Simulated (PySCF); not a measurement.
BaF2, triplet, at the geometry of the source list (a higher spin typed on purpose: for a closed-shell molecule this is an excited state) (core potentials on Ba). Base run: PySCF with SVWN5/def2-SV(P).

Input for PySCF:
```python
from pyscf import gto, scf, dft

mol = gto.M(
    atom='''
Ba   -0.000000   -0.000000   -0.000000
F    -0.264400    1.573900   -1.383100
F     0.264400   -1.573900    1.383100
''',
    basis='def2-sv(p)',
    ecp={'Ba': 'def2-sv(p)'},
    charge=0,
    spin=2,
    verbose=4,
)

mf = dft.UKS(mol)
mf.xc = 'lda,vwn'
mf.kernel()
```

Each row names what was changed in the base input (with any setting that the change needs).

| change | ΔE vs base (µEh) | grid points | electrons on the grid | outcome |
|---|---|---|---|---|
| base | 0.0 | 52448 | 27.99996 | converged |
| grids.radi_method = mura_knowles | -7.6 | 45504 | 27.99996 | converged |
| grids.level = 4 | -20.8 | 92320 | 28.00000 | converged |
| grids.prune = dft.gen_grid.sg1_prune | - | - | - | input refused |
| grids.prune = off | -17.5 | 88704 | 27.99997 | converged |
| grids.radi_method = gauss_chebyshev | -6.6 | 48440 | 27.99996 | converged |
| grids.level = 0 | 3424 | 5400 | 27.98781 | converged |
| small_rho_cutoff = 0 | 0.0 | 52448 | 27.99996 | converged |
| grids.atom_grid = (99, 590) | -21.0 | 93728 | 28.00000 | converged |
| grids.prune = dft.gen_grid.treutler_prune | -175 | 47864 | 28.00036 | converged |
| grids.radi_method = delley | -4.5 | 49112 | 27.99998 | converged |

Open shells are given as the SCF converged; they aren't shown to be the lowest states, and a large step between rows can be another state.

- grids.prune = dft.gen_grid.sg1_prune: ended with `IndexError: index 56 is out of bounds for axis 0 with size 19`
